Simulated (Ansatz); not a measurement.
Consider the ligand exchange at a Ge–O bond: `[CH3][GeH]([OH])[Cl]` + H–F → `[CH3][GeH]([F])[Cl]` + H₂O.

Calculated with Ansatz (gas phase, PBE0-D4/def2-TZVP geometries, no zero-point term in ΔE). CCSD(T)/CBS adds triple-zeta CCSD(T) − MP2 to the extrapolated MP2 energy (def2 sets, frozen cores). This one scheme is used for every species. Functionals use def2-TZVPP. For Ge outer-core shells are correlated without core-valence functions, which leaves a few kJ/mol of doubt a bond. Scalar relativity is left out up to krypton. One conformer a species, not always the lowest.

| level | ΔE (kcal/mol) |
| --- | --- |
| LDA (SPW92) | -6.8 |
| revPBE | -8.5 |
| PBE0 | -7.8 |
| r2SCANh | -8.2 |
| HF/def2-SVP | -9.6 |
| MP2/def2-TZVPP | -6.1 |
| CCSD(T)/def2-TZVPP | -6.7 |
| CCSD/CBS(def2) | -7.3 |

Problem. What does CCSD(T)/CBS give? (Best estimate.)

Solution. Computed: -6.9 kcal/mol. The listed levels differ from it by 0.1, -1.6, -0.9, -1.3, -2.7, 0.8, 0.2, -0.4 kcal/mol.

Largest T1 diagnostic among the species: 0.011.

The D4 term adds +0.8 kcal/mol with B3LYP and +0.4 kcal/mol with PBE0; it sums over pairs of atoms, weighted by their polarisabilities, and B3LYP, whose exchange is more repulsive, gets the larger term. Leaving LDA and LC-ωPBE aside and taking each functional with its dispersion term where it has one, the values, not all of them listed here, spread over 2.1 kcal/mol, from B97M-V to PBE-QIDH. LDA lies +1.3 kcal/mol from PBE without D4. In def2-TZVPP, CCSD(T) changes the Hartree–Fock value by +2.5 kcal/mol (the triples alone add +0.3 kcal/mol) and MP2 by +3.1 kcal/mol.

B3LYP here is the variant with VWN-RPA as its local correlation; programs differ in this.
